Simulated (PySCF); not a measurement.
C₅H₄O₃.
Bonds: O1–C2 (double), C2–O3, C2–C4, C4–C5 (aromatic), C5–C6 (aromatic), C6–O7 (aromatic), O7–C8 (aromatic), C4–C8 (aromatic). Hydrogens: H9 on O3; H10 on C5; H11 on C6; H12 on C8.

Torsions of this conformer, `[O:1]=[C:2]([OH:3])[c:4]1[cH:5][cH:6][o:7][cH:8]1`: O1–C2–C4–C5 -179°, H–O3–C2–O1 0°.

The closed-shell ground state was solved at several levels (PySCF, density fitting, gas phase, non-relativistic). One conformer (not necessarily the lowest) at the PBE0-D3(BJ)/def2-TZVP geometry, without solvent, vibrations or thermal averaging.

| level | basis functions | HOMO (eV) | LUMO (eV) | gap (eV) | dipole (D) |
| --- | --- | --- | --- | --- | --- |
| KT3/pcSseg-2 | 344 | -6.16 | -1.95 | 4.21 | 2.00 |
| wB97X-D/pcSseg-2 | 344 | -9.03 | 0.75 | 9.78 | 2.02 |
| PBE0/pcSseg-2 | 344 | -7.23 | -1.06 | 6.17 | 2.02 |

**Question.** What might B97-2/pcSseg-2 (344 basis functions) give for the same quantities?

**Answer.** HOMO -6.98 eV, LUMO -1.11 eV, gap 5.87 eV, dipole 2.03 D.

**Question.** Over all these levels, which gives the widest orbital gap and which the narrowest?

**Answer.** wB97X-D/pcSseg-2 (range-separated hybrid) has the widest, 9.78 eV, and KT3/pcSseg-2 (GGA) the narrowest, 4.21 eV. From the narrowest to the widest the HOMO moves by -2.87 eV and the LUMO by +2.70 eV.

**Question.** In the pcSseg-2 basis, how does the gap go with the fixed share of exact exchange?

**Answer.** KT3 (0 %) 4.21 eV; B97-2 (21 %) 5.87 eV; PBE0 (25 %) 6.17 eV. Each rise in the share widens the gap here.

**Question.** How far do the dipole and the HOMO energy spread over the levels?

**Answer.** The dipole runs from 2.00 to 2.03 D (mean 2.02 D) and the HOMO from -9.03 to -6.16 eV.
